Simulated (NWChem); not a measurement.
All runs are NWChem calculations. System: H₃NPbS, charge 0, spin multiplicity 1, at a geometry optimised with PBE0/def2-SVP with def2 effective core potentials on Pb. The structure started from a generated list of species. Level: PBE0/def2-TZVPP with def2 effective core potentials on Pb.

Output (cleaned and shortened):

```
             Northwest Computational Chemistry Package (NWChem) 7.3.0
             --------------------------------------------------------

                                NWChem Input Module
                                -------------------

 Scaling coordinates for geometry "geometry" by  1.889725989
 (inverse scale =  0.529177249)

 Turning off AUTOSYM since
 SYMMETRY directive was detected!

                             Geometry "geometry" -> ""
                             -------------------------

 Output coordinates in angstroms (scale by  1.889725989 to convert to a.u.)

  No.       Tag          Charge          X              Y              Z
 ---- ---------------- ---------- -------------- -------------- --------------
    1 Pb                  82.0000    -0.40750800    -0.15139000     0.00000000
    2 N                    7.0000     1.01987100    -1.72702700     0.00000000
    3 H                    1.0000     0.77509800    -2.71216600     0.00000000
    4 H                    1.0000     2.02741500    -1.59852600     0.00000000
    5 S                   16.0000     1.43305800     1.63500400     0.00000000
    6 H                    1.0000     0.54514900     2.65378400     0.00000000

 Effective nuclear repulsion energy (a.u.)     495.8341280973

            Nuclear Dipole moment (a.u.)
            ----------------------------
        X                 Y               Z
 ---------------- ---------------- ----------------
     0.0000585815    -0.0000245664     0.0000000000

      Symmetry information
      --------------------

 Group name             Cs
 Group number              2
 Group order               2
 No. of unique centers     6

      Symmetry unique atoms

     1    2    3    4    5    6


 Summary of "ao basis" -> "" (spherical)
 ------------------------------------------------------------------------------
       Tag                 Description            Shells   Functions and Types
 ---------------- ------------------------------  ------  ---------------------
 *                         def2-tzvpp                 on all atoms

                                 NWChem DFT Module
                                 -----------------

 Summary of "ao basis" -> "ao basis" (spherical)
 ------------------------------------------------------------------------------
       Tag                 Description            Shells   Functions and Types
 ---------------- ------------------------------  ------  ---------------------
 Pb                        def2-tzvpp               16       50   6s5p3d2f
 N                         def2-tzvpp               11       31   5s3p2d1f
 H                         def2-tzvpp                6       14   3s2p1d
 S                         def2-tzvpp               14       42   5s5p3d1f

 Summary of "ao basis" -> "ao basis" (spherical)
 ------------------------------------------------------------------------------
       Tag                 Description            Shells   Functions and Types
 ---------------- ------------------------------  ------  ---------------------
 Pb                        def2-tzvpp               16       50   6s5p3d2f
 N                         def2-tzvpp               11       31   5s3p2d1f
 H                         def2-tzvpp                6       14   3s2p1d
 S                         def2-tzvpp               14       42   5s5p3d1f

      Symmetry analysis of basis
      --------------------------

        a'        112
        a"         53

            General Information
            -------------------
          SCF calculation type: DFT
          Wavefunction type:  closed shell.
          No. of atoms     :     6
          No. of electrons :    48
           Alpha electrons :    24
            Beta electrons :    24
          Charge           :     0
          Spin multiplicity:     1
          Use of symmetry is: on ; symmetry adaption is: on
          Maximum number of iterations: 100
          AO basis - number of functions:   165
                     number of shells:    59
          Convergence on energy requested:  1.00D-06
          Convergence on density requested:  1.00D-05
          Convergence on gradient requested:  5.00D-04

              XC Information
[...]
    16 a"         17 a'         18 a'         19 a'         20 a'
    21 a'         22 a"         23 a"         24 a'         25 a"
    26 a'         27 a'         28 a'         29 a'         30 a'
    31 a"         32 a'         33 a'         34 a'

------------------------------------------------------------
EAF file 0: "./mol.aoints.0" size=524288 bytes
------------------------------------------------------------
               write      read    awrite     aread      wait
               -----      ----    ------     -----      ----
     calls:        1         0         0         0         0
   data(b): 5.24e+05  0.00e+00  0.00e+00  0.00e+00
   time(s): 0.00e+00  0.00e+00  0.00e+00  0.00e+00  0.00e+00
rate(mb/s): 0.00e+00  0.00e+00
------------------------------------------------------------

   convergence    iter        energy       DeltaE   RMS-Dens  Diis-err    time
 ---------------- ----- ----------------- --------- --------- ---------  ------
 d= 0,ls=0.0,diis     1   -647.4153576393 -8.07D+02  1.50D-02  9.52D-01     6.6
 d= 0,ls=0.0,diis     2   -647.1115080863  3.04D-01  6.56D-03  2.92D+00     7.4
 d= 0,ls=0.0,diis     3   -647.4839533735 -3.72D-01  1.77D-03  1.65D-01     8.1
 d= 0,ls=0.0,diis     4   -647.4982113842 -1.43D-02  1.04D-03  3.83D-02     8.9
 d= 0,ls=0.0,diis     5   -647.5037834138 -5.57D-03  1.74D-04  1.22D-03     9.6
  Resetting Diis
 d= 0,ls=0.0,diis     6   -647.5039235591 -1.40D-04  4.25D-05  1.18D-04    10.4
 d= 0,ls=0.0,diis     7   -647.5039344947 -1.09D-05  2.23D-05  8.41D-06    11.2
 d= 0,ls=0.0,diis     8   -647.5039332286  1.27D-06  1.42D-05  2.12D-05    12.0
 d= 0,ls=0.0,diis     9   -647.5039353193 -2.09D-06  3.24D-06  8.07D-07    12.7
 d= 0,ls=0.0,diis    10   -647.5039353911 -7.19D-08  1.15D-06  6.01D-08    13.5

         Total DFT energy =     -647.503935391110
      One electron energy =    -1282.532390502138
           Coulomb energy =      524.554103842087
    Exchange-Corr. energy =      -49.577561259850
 Nuclear repulsion energy =      160.051912528791

 Numeric. integr. density =       48.000006773557

     Total iterative time =     11.9s

                  Occupations of the irreducible representations
                  ----------------------------------------------

                     irrep           alpha         beta
                     --------     --------     --------
                     a'               18.0         18.0
                     a"                6.0          6.0

                       DFT Final Molecular Orbital Analysis
                       ------------------------------------

 Vector   22  Occ=2.000000D+00  E=-2.702252D-01  Symmetry=a"
              MO Center=  9.5D-01, -3.5D-01,  3.1D-15, r^2= 4.0D+00
   Bfn.  Coefficient  Atom+Function         Bfn.  Coefficient  Atom+Function
  ----- ------------  ---------------      ----- ------------  ---------------
    58      0.291497  2 N  pz               126      0.290991  5 S  pz
    61      0.251902  2 N  pz                64      0.237663  2 N  pz
   129      0.208993  5 S  pz                12     -0.163252  1 Pb pz
    18      0.154862  1 Pb pz                15      0.130216  1 Pb pz
   123      0.129459  5 S  pz               117     -0.109337  5 S  pz

 Vector   23  Occ=2.000000D+00  E=-2.604489D-01  Symmetry=a'
              MO Center=  5.3D-01,  7.7D-01,  1.3D-15, r^2= 4.4D+00
   Bfn.  Coefficient  Atom+Function         Bfn.  Coefficient  Atom+Function
  ----- ------------  ---------------      ----- ------------  ---------------
     6      0.337148  1 Pb s                124      0.328263  5 S  px
     5      0.274281  1 Pb s                127      0.247921  5 S  px
     3     -0.242162  1 Pb s                 10      0.238262  1 Pb px
   125      0.238542  5 S  py                16     -0.206729  1 Pb px
    13     -0.192588  1 Pb px               128      0.165878  5 S  py

 Vector   24  Occ=2.000000D+00  E=-2.446269D-01  Symmetry=a"
              MO Center=  1.2D+00,  3.0D-01,  1.7D-13, r^2= 4.1D+00
   Bfn.  Coefficient  Atom+Function         Bfn.  Coefficient  Atom+Function
  ----- ------------  ---------------      ----- ------------  ---------------
   126      0.397050  5 S  pz               129      0.311042  5 S  pz
    58     -0.268037  2 N  pz                64     -0.232043  2 N  pz
    61     -0.229553  2 N  pz               123      0.181718  5 S  pz
   117     -0.150273  5 S  pz                23     -0.078777  1 Pb d -1
   120     -0.069162  5 S  pz                33      0.033842  1 Pb d -1

 Vector   25  Occ=0.000000D+00  E=-7.050786D-02  Symmetry=a"
              MO Center= -3.1D-01, -1.4D-01,  4.8D-14, r^2= 4.4D+00
   Bfn.  Coefficient  Atom+Function         Bfn.  Coefficient  Atom+Function
  ----- ------------  ---------------      ----- ------------  ---------------
    18      0.527929  1 Pb pz                21      0.378859  1 Pb pz
    12     -0.374519  1 Pb pz                15      0.289577  1 Pb pz
    64     -0.205528  2 N  pz               129     -0.195310  5 S  pz
    58     -0.159831  2 N  pz               126     -0.137984  5 S  pz
    61     -0.125490  2 N  pz                 9      0.077871  1 Pb pz

 Vector   26  Occ=0.000000D+00  E=-1.862579D-02  Symmetry=a'
              MO Center= -3.9D-01, -2.6D-01, -8.7D-16, r^2= 6.7D+00
   Bfn.  Coefficient  Atom+Function         Bfn.  Coefficient  Atom+Function
  ----- ------------  ---------------      ----- ------------  ---------------
    20      0.727588  1 Pb py                55      0.444873  2 N  s
    17      0.312676  1 Pb py               114     -0.282921  5 S  s
    11     -0.272950  1 Pb py                98     -0.262565  4 H  s
   128      0.261102  5 S  py                19      0.233225  1 Pb px
    14      0.230714  1 Pb py               127      0.195635  5 S  px

 Vector   27  Occ=0.000000D+00  E= 4.959915D-03  Symmetry=a'
              MO Center= -4.5D-01, -1.5D-01, -3.3D-15, r^2= 7.8D+00
   Bfn.  Coefficient  Atom+Function         Bfn.  Coefficient  Atom+Function
  ----- ------------  ---------------      ----- ------------  ---------------
    19      0.877969  1 Pb px                55     -0.805641  2 N  s
     6      0.365163  1 Pb s                  5      0.345800  1 Pb s
   128      0.328719  5 S  py                84      0.298275  3 H  s
    20     -0.289703  1 Pb py               114     -0.281475  5 S  s
    16      0.263538  1 Pb px                 3     -0.216928  1 Pb s

 center of mass
 --------------
 x =  -0.15648084 y =  -0.03724420 z =   0.00000000

 moments of inertia (a.u.)
 ------------------
         532.045616940298        -209.737500659173           0.000000000000
        -209.737500659173         421.554908226395           0.000000000000
           0.000000000000           0.000000000000         953.600525166693

     Multipole analysis of the density
     ---------------------------------

     L   x y z        total         alpha         beta         nuclear
     -   - - -        -----         -----         ----         -------
     0   0 0 0      0.000000    -24.000000    -24.000000     48.000000

     1   1 0 0     -1.042764    -23.623765    -23.623765     46.204766
     1   0 1 0     -0.580222     -8.872667     -8.872667     17.165112
     1   0 0 1      0.000000      0.000000      0.000000      0.000000

     2   2 0 0    -36.767085   -105.519652   -105.519652    174.272219
     2   1 1 0     -3.001909    -41.890319    -41.890319     80.778730
     2   1 0 1      0.000000      0.000000      0.000000      0.000000
     2   0 2 0    -34.214114   -161.928144   -161.928144    289.642173
     2   0 1 1      0.000000      0.000000      0.000000      0.000000
     2   0 0 2    -36.243277    -18.121639    -18.121639      0.000000

 Task  times  cpu:       13.5s     wall:       13.5s

 Total times  cpu:       13.5s     wall:       13.5s
```

Task: Write an NWChem input that would produce this output.

Result: This is not unique; one that fits is 
```
start mol
memory heap 200 mb stack 900 mb global 1100 mb
geometry units angstroms nocenter noautoz
  Pb    -0.407508    -0.151390     0.000000
  N      1.019871    -1.727027     0.000000
  H      0.775098    -2.712166     0.000000
  H      2.027415    -1.598526     0.000000
  S      1.433058     1.635004     0.000000
  H      0.545149     2.653784     0.000000
  symmetry group Cs
end
basis spherical
  * library def2-tzvpp
end
ecp
  Pb library def2-ecp
end
dft
  xc pbe0
  semidirect memsize 60000000 filesize 0
  iterations 100
end
task dft energy
```
